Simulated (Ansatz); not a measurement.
System (SMILES): [AlH] (AlH) (closed-shell singlet).
Atoms: Al1, H2. Bonds: Al1-H2.

Basis-set convergence of the optimised Al1-H2 bond length at MP2 with Ansatz (an electronic-structure program). The reference of a correlated method is not its basis-set limit, which lies further on. Cartesian d functions, on some or all atoms, in 6-31+G*; all else is spherical. Cores are frozen. A restricted Hartree-Fock determinant is unstable towards unrestricted orbitals. No added dispersion term, no relativity. Reference: the value in aug-cc-pV(5+d)Z, 1.6448 Å, itself unsure by roughly 0.0004 Å (its mean distance from pcseg-4, aug-pcseg-3, aug-cc-pV(Q+d)Z). Deviations are taken from unrounded values.

```csv
basis,functions,optimised Al1-H2 bond length (Å),minus reference (Å)
def2-SV(P),20,1.6561,0.0113
pcseg-1,23,1.6470,0.0022
6-31+G*,25,1.6583,0.0135
cc-pV(D+d)Z,28,1.6496,0.0048
cc-pV(T+d)Z,53,1.6463,0.0015
def2-TZVPP,56,1.6452,0.0004
cc-pV(Q+d)Z,94,1.6442,-0.0006
cc-pV(5+d)Z,155,1.6443,-0.0005
aug-cc-pV(5+d)Z,216,1.6448,0.0000
```
